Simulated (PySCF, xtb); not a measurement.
ZrF2I2, SMILES [Zr]([F])([I])([F])[I], multiplicity 1.

Harmonic wavenumbers (cm⁻¹) from GFN2-xTB run with xtb at its own minimum, in rising order: 38, 89, 104, 115, 123, 242, 292, 540, 581.

Q: What does PBE-D3(BJ)/def2-SVP run with PySCF 2.14.0 give at its own minimum? (An estimate is asked for; the answer gives what the named calculation found.)

A: 50, 96, 113, 120, 144, 221, 268, 676, 692. Paired by order, the mean absolute difference is 38 cm⁻¹ and the zero-point energies are 3.0 and 3.4 kcal/mol.
